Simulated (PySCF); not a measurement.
Species: C6H4F4.
Numbering: `[CH2:1]=[CH:2]/[C:3](=[CH:4]/[F:5])[C:6]([F:7])=[C:8]([F:9])[F:10]` (hydrogens: H11, H12 on C1; H13 on C2; H14 on C4)

Level: wB97X-D/def2-SVPD in PySCF, non-relativistic, on one gas-phase PBE0-D3(BJ)/def2-SVP geometry that isn't relaxed in the solvent. The solvent is an IEF-PCM continuum (cavity from Bondi-type radii × 1.2), and excitations are vertical TDDFT with non-equilibrium linear response and a frozen core. Only the electrostatic response of the medium enters.

Gas-phase singlets (H = HOMO, L = LUMO):

```csv
state,E (eV),λ (nm),f,leading configuration
S1,5.362,231,0.180,H→L 74%
S2,5.867,211,0.265,H-1→L 71%
S3,6.381,194,0.262,H→L+1 90%
S4,6.764,183,0.040,H→L+2 73%
S5,6.959,178,0.022,H→L+3 42%
```

How does the list change in cyclohexane (ε = 2.017)?

```
state  E (eV)  λ (nm)      f  leading configuration  change by rank (eV)
   S1   5.303     234  0.307                H→L 86%               -0.059
   S2   5.795     214  0.306              H-1→L 85%               -0.072
   S3   6.289     197  0.265              H→L+1 95%               -0.092
   S4   6.722     184  0.036              H→L+2 71%               -0.042
   S5   6.965     178  0.014              H→L+3 46%               +0.006
```

What are the lowest 5 singlets in benzene (ε = 2.271)?

```json
{"state": "S1", "E (eV)": "5.294", "λ (nm)": "234", "f": "0.326", "leading configuration": "H→L 88%", "change by rank (eV)": "-0.068"}
{"state": "S2", "E (eV)": "5.789", "λ (nm)": "214", "f": "0.309", "leading configuration": "H-1→L 86%", "change by rank (eV)": "-0.078"}
{"state": "S3", "E (eV)": "6.279", "λ (nm)": "197", "f": "0.263", "leading configuration": "H→L+1 96%", "change by rank (eV)": "-0.102"}
{"state": "S4", "E (eV)": "6.716", "λ (nm)": "185", "f": "0.036", "leading configuration": "H→L+2 71%", "change by rank (eV)": "-0.048"}
{"state": "S5", "E (eV)": "6.965", "λ (nm)": "178", "f": "0.014", "leading configuration": "H→L+3 48%", "change by rank (eV)": "+0.006"}
```

The ground-state energy changes by -0.068 eV from gas to benzene. By how much does the total energy of gas-phase S1 change?

E(S1) = E(S0) + excitation energy, so it changes by -0.068 − 0.068 = -0.136 eV: it is lowered more than the ground state, which is what a red shift means. This is the vertical state, with the slow part of the continuum still set for S0.

How do the frontier levels move from gas to benzene?

```tsv
orbital	gas (eV)	solvent (eV)	change (eV)	Löwdin shares, gas	Löwdin shares, solvent
LUMO+2	2.15	2.20	+0.05	C8 19 %, C4 17 %, C2 10 %, C1 9 %	C8 25 %, C4 13 %, C6 9 %, C1 8 %
LUMO+1	1.81	1.87	+0.06	C2 19 %, C8 17 %, C1 15 %, C6 14 %	C2 19 %, C8 18 %, C1 15 %, C6 14 %
LUMO	0.39	0.48	+0.09	C4 28 %, C1 16 %, C3 16 %, C2 10 %	C4 29 %, C1 16 %, C3 16 %, C2 10 %
HOMO	-8.70	-8.63	+0.07	C4 19 %, C1 15 %, C3 15 %, C2 11 %	C4 19 %, C1 16 %, C3 15 %, C2 12 %
HOMO-1	-9.57	-9.53	+0.04	C6 21 %, C8 16 %, C1 14 %, C2 14 %	C6 22 %, C8 17 %, C2 14 %, C1 14 %
HOMO-2	-11.95	-11.87	+0.08	C3 26 %, C2 23 %, C1 12 %, C4 11 %	C3 26 %, C2 23 %, C1 13 %, C4 11 %
HOMO-3	-12.42	-12.30	+0.12	C1 23 %, C2 18 %, H11 11 %, H13 11 %	C1 23 %, C2 19 %, H11 11 %, H13 11 %
```

The HOMO–LUMO gap goes from 9.09 to 9.11 eV.

The values belong to the conformer `[CH2:1]=[CH:2]/[C:3](=[CH:4]/[F:5])[C:6]([F:7])=[C:8]([F:9])[F:10]`: C1–C2–C3–C4 176°, C2–C3–C6–F7 -46°.

The pairwise dispersion term of wB97X-D wasn't added to the energies; at a given geometry it leaves orbitals and properties as they are.
